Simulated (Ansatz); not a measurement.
Relative stability

The two ends of one reaction step of SnH$_{5}$SBr, closed shell (PBE0-D4/def2-TZVP).

A:

Sn1  (-1.021, -1.045, 0.044)
Br2  (1.192, -1.513, 1.098)
H3  (-0.745, -0.900, -1.623)
H4  (-1.971, -2.408, 0.423)
H5  (-1.617, 0.368, 0.772)
H6  (1.921, 0.972, -0.312)
S7  (1.219, 2.003, -0.811)
H8  (1.023, 2.524, 0.409)
(Å)

B:

```xyz
8
angstrom
Sn -1.1861 -0.1510 -0.3369
Br 2.7037 -1.4768 0.6703
H -0.9603 -1.1114 -1.7179
H -1.0691 -1.0300 1.1127
H -2.6343 0.7422 -0.4111
H 2.0274 -0.2621 0.2468
S 0.6627 1.4200 -0.4067
H 0.4560 1.8692 0.8428
```

Program: Ansatz 0.2.0. Basis: def2-TZVPP. Cores are frozen in the correlated methods. Filled d shells of the heavier atoms are correlated. Core potentials replace the inner electrons of the atoms past krypton. The def2 sets are not built for correlating such inner shells, so the correlated values are less sure here. B3LYP uses VWN-RPA correlation.

Task: Which structure is lower at CCSD(T), and by how much? (Judge from chemistry; the value comes from the calculation.)

Result: The calculation gives: A, by 9.47 kcal/mol (electronic energy, against the other). By their contacts, A is a complex of SnH₃Br ([Br][SnH3]) + H₂S and B is a complex of SnH₄S ([SH][SnH3]) + HBr.

All methods give the same order:

```json
{"method": "SPW92", "E(B) − E(A) (kcal/mol)": "5.29"}
{"method": "PBE-D4", "E(B) − E(A) (kcal/mol)": "7.26"}
{"method": "BLYP-D4", "E(B) − E(A) (kcal/mol)": "8.16"}
{"method": "r2SCAN-D4", "E(B) − E(A) (kcal/mol)": "8.79"}
{"method": "B97M-V", "E(B) − E(A) (kcal/mol)": "10.02"}
{"method": "PBE0-D4", "E(B) − E(A) (kcal/mol)": "8.75"}
{"method": "B3LYP-D4", "E(B) − E(A) (kcal/mol)": "9.39"}
{"method": "r2SCAN0-D4", "E(B) − E(A) (kcal/mol)": "9.75"}
{"method": "BHLYP-D4", "E(B) − E(A) (kcal/mol)": "11.38"}
{"method": "CAM-B3LYP-D4", "E(B) − E(A) (kcal/mol)": "10.05"}
{"method": "wB97X-V", "E(B) − E(A) (kcal/mol)": "10.72"}
{"method": "wB97M-V", "E(B) − E(A) (kcal/mol)": "10.65"}
{"method": "B2PLYP", "E(B) − E(A) (kcal/mol)": "9.67"}
{"method": "PBE-QIDH", "E(B) − E(A) (kcal/mol)": "9.54"}
{"method": "RPA on PBE", "E(B) − E(A) (kcal/mol)": "9.65"}
{"method": "HF", "E(B) − E(A) (kcal/mol)": "15.20"}
{"method": "MP2", "E(B) − E(A) (kcal/mol)": "8.86"}
{"method": "CCSD", "E(B) − E(A) (kcal/mol)": "10.40"}
{"method": "CCSD(T)", "E(B) − E(A) (kcal/mol)": "9.47"}
```

No T1 diagnostic of these runs exceeds 0.011.

Labels in which every atom is bracketed show which atoms are joined, not bond orders.

For scale, one of the runs: CCSD(T)/def2-TZVPP, 210 basis functions, launched by `ansatz run in.yaml --threads 4 --pin off --events-out ev --progress --plain --max-ram 9574MiB`. Hardware: 4 CPU threads of an Arm Neoverse V1, shared host. Wall time 2.1 min; peak host memory 3.1 GiB.
